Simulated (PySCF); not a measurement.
Computed IR spectrum (relative IR intensity) of a molecule C6H4Cl, multiplicity 2. The structure is a stationary point at PBE-D3(BJ)/def2-SVP. Other conformers were not sampled. All values below come from PBE-D3(BJ)/def2-SVP in PySCF 2.14.0. Frequencies are harmonic and unscaled.

```tsv
ν (cm⁻¹)	relative intensity
405	11
408	9.1
593	9.9
647	45
684	33
732	75
817	20
860	3.3
952	42
1028	14
1046	37
1073	91
1213	8.2
1327	13
1400	25
1421	100
1531	23
1607	66
3109	7.2
3125	4.9
3127	2.4
```

Question: Pick the molecule that these values belong to.
(A) Clc1c[c]ccc1
(B) Clc1cc[c]cc1
(C) Clc1[c]cccc1

Answer: A, Clc1c[c]ccc1
